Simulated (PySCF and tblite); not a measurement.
Results of a calculation; reference values are marked as such.
**Dynamics report: pyramidal inversion**

System: C6H11N, numbered as in [CH2:1]1[CH2:2][C:3]2([CH2:4]1)[CH2:5][NH:6][CH2:7]2.

Motion: pyramidal inversion at N6. Geometries: GFN2-xTB; energies: revPBE/pcSseg-1 + D3(BJ), IEF-PCM tetrahydrofuran; zero-point and thermal terms from GFN2-xTB harmonic modes (soft modes blended into free rotors). Rates follow Eyring's equation with the number of equivalent paths and no tunnelling. Run with tblite and PySCF.

```tsv
point	symmetry	E(GFN2) kcal/mol	E(DFT) kcal/mol	ZPE change kcal/mol	lowest mode cm⁻¹	dipole D
start	Cs	0.0	0.0	0.00	22	1.58
saddle	C2v	5.8	6.7	-1.10	656i	0.08
end	Cs	0.0	0.0	0.00	19	1.58
```

```
Electronic barrier                                      : 6.7 kcal/mol
Barrier with zero-point energy                          : 5.6 kcal/mol
ΔH‡ (298 K)                                             : 5.5 kcal/mol
ΔS‡ (298 K, symmetry apart)                             : -0.3 cal/(mol K)
Paths                                                   : 1 equivalent path
End point                                               : the same structure with atoms interchanged, or its mirror image
Mean lifetime of the start against this motion at 298 K : 1.9 ns
Cost                                                    : 47 s on 1 thread of Arm Neoverse V2 (shared host) (rough), peak memory 0.73 GiB, launched as `OMP_NUM_THREADS=1 python ens_run.py task.json out`
```

```
T/K  ΔG‡ kcal/mol    k s⁻¹
200           5.6  3.5×10⁶
250           5.5  7.3×10⁷
298           5.5  5.3×10⁸
350           5.5  2.5×10⁹
400           5.6  7.6×10⁹
```

ΔG and ΔG‡ leave out symmetry numbers and mirror images; rates count paths: 1 out.
